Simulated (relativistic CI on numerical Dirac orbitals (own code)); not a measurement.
What each ingredient does to the levels of Er⁴⁺

Base calculation: Dirac-Coulomb-Breit CI, KLI orbitals optimised for each configuration, QED by a radiative potential, valence Slater integrals scaled by 0.85, P86 correlation energy added to each configuration.

Configuration list (outside the closed core [Kr] 4d10): 4f¹⁰5s²5p⁶, 4f⁹5s²5p⁶5d, 4f¹²5s²5p⁴, 4f¹¹5s²5p⁵, 4f⁹5s²5p⁶6s, 4f⁹5s²5p⁶6p, 4f¹⁰5s5p⁶5d, 4f¹⁰5s²5p⁵6s, 4f⁹5s²5p⁶7s, 4f⁹5s²5p⁶7p, 4f¹²5p⁶, 4f¹¹5s5p⁶, 4f⁹5s²5p⁶8s, 4f¹²5s5p⁵, 4f⁹5s5p⁶6s². Levels of other configurations are missing.

Variants: (1) no correlation estimate; (2) self-excluded LDA correlation estimate; (3) only the first 3 configurations; (4) only the first configuration. Shifts of the energy above 4f¹⁰5s²5p⁶ ⁵I8, in cm⁻¹, for the lowest level and the first level of each name with at least 55 % of one term (blank where a level changes its place among those of its configuration and J or its character, or is not in the variant):

```csv
Level,Base,Δ(1),Δ(2),Δ(3),Δ(4)
4f¹⁰5s²5p⁶ ⁵I8,0.0,0.0,0.0,0.0,0.0
4f¹⁰5s²5p⁶ ⁵I7,6046.7,0.0,0.0,-0.9,-1.7
4f¹⁰5s²5p⁶ ⁵I6,10124.5,0.0,0.0,+8.2,+15.4
4f¹⁰5s²5p⁶ ⁵I5,13029.6,0.0,-0.1,+24.1,+38.7
4f¹⁰5s²5p⁶ ⁵I4,15423.3,+0.1,-0.1,+23.7,+42.1
4f¹⁰5s²5p⁶ ⁵F5,18487.3,-0.4,-0.6,+312.2,+341.9
4f¹⁰5s²5p⁶ ³K8,21979.0,-0.2,-0.2,+93.2,+106.2
4f¹⁰5s²5p⁶ ⁵F4,22410.3,-0.5,-0.6,+337.1,+369.3
4f¹⁰5s²5p⁶ ⁵F3,24748.7,-0.5,-0.6,+341.5,+365.8
4f¹⁰5s²5p⁶ ⁵F1,26380.9,-0.4,-0.7,+343.1,+368.4
4f¹⁰5s²5p⁶ ³K7,27629.2,-0.1,-0.2,+105.0,+120.9
4f¹⁰5s²5p⁶ ³L9,30431.2,-1.0,-0.1,+184.9,+155.2
4f¹⁰5s²5p⁶ ³K6,32137.1,0.0,-0.3,+119.9,+146.5
4f¹⁰5s²5p⁶ ⁵G5,32328.6,-0.9,-0.7,+348.3,+434.0
```

At this charge configurations can still be misplaced by up to about 7 % of their energy. Levels and lines within the n = 5 or 6 shells can be off by up to 10 % or somewhat more, and those that change n by about 2 %, since core polarisation is missing.

Ionisation energy from the two ground configurations alone: base 75.82 eV; no correlation estimate 74.37 eV; self-excluded LDA correlation estimate 76.09 eV.

LS names give the leading component of a level, which can be under half, so a name can repeat, a term be missing and a line seem to break the LS rules.
